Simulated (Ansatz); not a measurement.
`F[SiH2][SbH][SeH]`, relaxed with RKS PBE0-D4/def2-TZVP in Ansatz from a PBE-D4/def2-SVP geometry. The force threshold is 0.005 eV/Å; the program also tests the step.

Charge 0, multiplicity 1. Sb: def2 effective core potential.

Start:

```xyz
8

F     1.758    1.681    0.322
Si    1.230    0.381   -0.535
Sb   -0.261   -1.078    1.021
Se   -2.372    0.327    0.399
H     0.462    0.881   -1.727
H     2.440   -0.393   -0.992
H    -0.454   -2.184   -0.309
H    -2.802    0.386    1.822
```

| step | energy (eV) | largest force (eV/Å) | largest move (Å) |
| --- | --- | --- | --- |
| 1 | -82537.5200 | 1.184 | 0.000 |
| 2 | -82537.5287 | 0.761 | 0.088 |
| 3 | -82537.5691 | 0.395 | 0.075 |
| 4 | -82537.5726 | 0.146 | 0.113 |
| 5 | -82537.5743 | 0.096 | 0.046 |
| 6 | -82537.5756 | 0.012 | 0.036 |
| 7 | -82537.5756 | 0.019 | 0.012 |
| 8 | -82537.5757 | 0.017 | 0.007 |
| 9 | -82537.5758 | 0.002 | 0.005 |

End:

```xyz
8

F     1.801    1.639    0.283
Si    1.231    0.385   -0.539
Sb   -0.258   -1.017    1.023
Se   -2.336    0.357    0.413
H     0.472    0.911   -1.701
H     2.394   -0.416   -1.005
H    -0.447   -2.143   -0.257
H    -2.856    0.285    1.784
```

It took 13 s on 4 threads of an AMD EPYC 9R45 on a shared host, with 0.64 GiB of host memory at the peak.
